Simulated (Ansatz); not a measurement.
Mulliken charges of `[NH2][Mg][Br]` from PBE/def2-TZVPP in Ansatz (PBE0-D4/def2-TZVP geometry).

| atom | x (Å) | y (Å) | z (Å) | charge (e) |
| --- | --- | --- | --- | --- |
| N1 | -0.676 | 0.563 | -0.397 | -0.622 |
| Mg2 | 0.639 | -0.545 | 0.347 | 0.757 |
| Br3 | 2.278 | -1.925 | 1.274 | -0.432 |
| H4 | -0.864 | 1.521 | -0.142 | 0.148 |
| H5 | -1.327 | 0.312 | -1.125 | 0.148 |

Q: By hand: the dipole of these point charges (1 e Å = 4.8032 D).

A: Σ q r = (-0.404, 0.340, -0.228) e Å, of length 0.575 e Å = 2.76 D.

Q: How does the dipole of the full density compare? (Best estimate.)

A: The calculation gave: (-0.316, 0.266, -0.178) e Å, 2.16 D; the point charges give 1.28 times that, at 0° from its direction.

Point charges leave out the atoms' own dipoles, such as those of lone pairs, and Mulliken's split depends on the basis, so the two needn't agree.
